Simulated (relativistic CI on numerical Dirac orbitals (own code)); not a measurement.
**Pd: what numerical and physical settings do to a radial Dirac CI calculation**

Reference input:

```
atom Pd  Z=46  charge=0  electrons=46
nucleus A=106  rms_radius_fm=4.5318
hamiltonian dirac-coulomb  breit=on  qed=on  c_scale=1
orbitals kli  potential=per-configuration
slater_scale 1
correlation none
mixing on
grid step=0.0125 r_max=149
scf mixing=0.4 start=green max_iterations=150 tolerance=2e-08 node_fill=0.05
configurations
  [Kr] 4d10
end
```

Computed lowest total energy -5038.85152 Ha, 12 SCF steps. Runs with settings changed; * marks those that are bad on purpose (the QED terms keep the true α when c is scaled):

```csv
Changed,Outcome,Lowest level,ΔE (Ha),First excitation (cm⁻¹),SCF steps,Message
"Breit term off, iteration limit 20",converged,4d10 1S_0,-3.31,,12,
"SCF mixing 0.05, start potential bare",converged,4d10 1S_0,9.37e-11,,50,
"grid step 0.03, speed of light × 10",converged,4d10 1S_0,101,,12,
speed of light × 1.25,converged,4d10 1S_0,38.3,,12,
node fill of the KLI weights 5 *,converged,4d10 1S_0,0.584,,14,
Slater scale -1 *,converged,4d10 1S_0,0,,12,
```

With so few configurations and no correlation, terms lie too far apart (by 10 to 50 % near neutrality), their order can be wrong, and levels of other configurations are missing.
